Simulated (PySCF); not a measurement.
**What PySCF settings do for SeS**

Base input, run as `OMP_NUM_THREADS=1 python input.py` with PySCF 2.14:

```python
from pyscf import gto, scf, tdscf

mol = gto.M(
    atom='Se 0 0 0; S 0 0 2.1',
    basis='ano-rcc-vdzp',
    charge=0,
    spin=2,
    verbose=4,
)
mf = scf.UHF(mol)
mf = mf.sfx2c1e()
mf.kernel()
td = tdscf.TDA(mf)
td.nstates = 3
td.kernel()
td.analyze()
mf.dip_moment()
print('orbital energies (hartree):', [e[max(0, n-3):n+3].round(4) for e, n in zip(mf.mo_energy, mol.nelec)])
```

Base result: E(SCF) = -2826.729187 Eh, 14 cycles, ⟨S²⟩ = 2.045, μz(SCF) = -0.83 D, first excitations without spin–orbit coupling 1.90, 1.90, 2.11 eV. The bond length is a typed value, not an optimised one. No search for the lowest solution was made.

Run time: 4.3 s on 1 thread of Arm Neoverse V1 (shared host), peak memory 0.14 GiB.

Each row names what differs from the base; energies in brackets are changes from the base.

| change | result | wall time (s) |
| --- | --- | --- |
| spin (2S): 2 → 6 [a high spin state] | E(SCF) = -2826.238083 Eh (+13.3636 eV), 12 cycles, ⟨S²⟩ = 12.006, μz(SCF) = 1.09 D, first excitations without spin–orbit coupling 1.18, 1.18, 1.64 eV | 4.8 |
| basis set: ano-rcc-vdzp → def2-svp; spin-free X2C: on → off | E(SCF) = -2796.947771 Eh, 12 cycles, ⟨S²⟩ = 2.028, μz(SCF) = -0.71 D, first excitations without spin–orbit coupling 1.85, 1.85, 2.05 eV | 1.9 |
| cycle limit: 50 → 2 [unsound on purpose] | not converged: SCF after 2 cycles | 4.2 |
| step after the SCF: tda → mp2; frozen orbitals: default → 0 | E(SCF) = -2826.729187 Eh (+0.0000 eV), 14 cycles, E(MP2) − E(SCF) = -0.26084 Eh, ⟨S²⟩ = 2.045, μz(SCF) = -0.83 D | 3.9 |
| step after the SCF: tda → mp2; frozen orbitals: default → 14 | E(SCF) = -2826.729187 Eh (+0.0000 eV), 14 cycles, E(MP2) − E(SCF) = -0.24664 Eh, ⟨S²⟩ = 2.045, μz(SCF) = -0.83 D | 3.8 |
| geometry: bond 2.1 → bond 2.352 | E(SCF) = -2826.690227 Eh (+1.0602 eV), ⟨S²⟩ = 2.054, μz(SCF) = -1.20 D, first excitations without spin–orbit coupling 0.56, 0.56, 0.72 eV | 4.2 |
| Cartesian functions: off → on | E(SCF) = -2826.730192 Eh (-0.0273 eV), 14 cycles, ⟨S²⟩ = 2.045, μz(SCF) = -0.83 D, first excitations without spin–orbit coupling 1.90, 1.90, 2.10 eV | 4.5 |
| functional: none (Hartree–Fock) → wb97x; SCF type: UHF → UKS; step after the SCF: tda → analyze | E(SCF) = -2829.238866 Eh, 10 cycles, ⟨S²⟩ = 2.014, μz(SCF) = -0.86 D | 28 |
| PCM solvent, dielectric constant: none → 32.6; step after the SCF: tda → analyze | E(SCF) = -2826.730458 Eh (-0.0346 eV), 14 cycles, ⟨S²⟩ = 2.044, μz(SCF) = -1.61 D | 10 |
| charge: 0 → 1; spin (2S): 2 → 3 [another spin of the ion may lie lower] [a high spin state] | E(SCF) = -2826.387621 Eh (+9.2945 eV), 14 cycles, ⟨S²⟩ = 3.787, first excitations without spin–orbit coupling 0.14, 2.57, 3.04 eV | 4.7 |
| basis set: ano-rcc-vdzp → 6-31g*; spin-free X2C: on → off | E(SCF) = -2797.047813 Eh, 13 cycles, ⟨S²⟩ = 2.032, μz(SCF) = -0.86 D, first excitations without spin–orbit coupling 1.79, 1.79, 1.98 eV | 2.2 |
| damping: none → 0.95 | E(SCF) = -2826.729187 Eh (+0.0000 eV), 19 cycles, ⟨S²⟩ = 2.045, μz(SCF) = -0.83 D, first excitations without spin–orbit coupling 1.90, 1.90, 2.11 eV | 4.3 |
| electric field along z (a.u.): none → 0.05 [may be another electronic state] | E(SCF) = -2826.816016 Eh (-2.3627 eV), 14 cycles, ⟨S²⟩ = 2.031, μz(SCF) = 9.07 D, first excitations without spin–orbit coupling 3.65, 3.65, 3.68 eV | 5.2 |
| basis set: ano-rcc-vdzp → tzvp-def2 [unsound on purpose] | stops with BasisNotFoundError (tzvp-def2) | 0.84 |
| spin (2S): 2 → 4 [a high spin state] | E(SCF) = -2826.576919 Eh (+4.1434 eV), 13 cycles, ⟨S²⟩ = 6.026, μz(SCF) = -0.35 D, first excitations without spin–orbit coupling 0.14, 1.72, 3.02 eV | 4.8 |
| density fitting: none → def2-universal-jkfit | E(SCF) = -2826.729576 Eh (-0.0106 eV), 14 cycles, ⟨S²⟩ = 2.045, μz(SCF) = -0.83 D, first excitations without spin–orbit coupling 1.90, 1.90, 2.11 eV | 4.4 |
| level shift (hartree): none → 5 [unsound on purpose] | not converged: SCF after 50 cycles | 4.7 |
| geometry: bond 2.1 → bond 2.247 | E(SCF) = -2826.709759 Eh (+0.5287 eV), 15 cycles, ⟨S²⟩ = 2.049, μz(SCF) = -0.95 D, first excitations without spin–orbit coupling 1.05, 1.05, 1.23 eV | 4.2 |
| charge: 0 → 1; spin (2S): 2 → 1 [an earlier cycle lay lower, so not the lowest solution of its kind] [another spin of the ion may lie lower] | E(SCF) = -2826.379086 Eh (+9.5267 eV), ⟨S²⟩ = 0.772, first excitations without spin–orbit coupling 0.30, 0.31, 0.66 eV | 4.8 |
| functional: none (Hartree–Fock) → mn15; SCF type: UHF → UKS; step after the SCF: tda → analyze | E(SCF) = -2830.773285 Eh, 9 cycles, ⟨S²⟩ = 2.007, μz(SCF) = -0.93 D | 7.7 |
| charge: 0 → -1; spin (2S): 2 → 1 [another spin of the ion may lie lower] [no diffuse functions for the anion] | E(SCF) = -2826.768429 Eh (-1.0678 eV), 15 cycles, ⟨S²⟩ = 0.772, first excitations without spin–orbit coupling 0.28, 2.68, 2.95 eV | 4.9 |
| geometry: bond 2.1 → bond 3.15 | stops with ValueError (shapes (1,2) and (3,3) not aligned: 2 (dim 1) != 3 (dim 0)) after the SCF | 3.4 |

Order these changes by how far they move the SCF energy from the base, largest first: (1) PCM solvent, dielectric constant: none → 32.6; step after the SCF: tda → analyze; (2) electric field along z (a.u.): none → 0.05; (3) geometry: bond 2.1 → bond 2.247; (4) geometry: bond 2.1 → bond 2.352.

(2) -2.3627 eV, (4) +1.0602 eV, (3) +0.5287 eV, (1) -0.0346 eV.
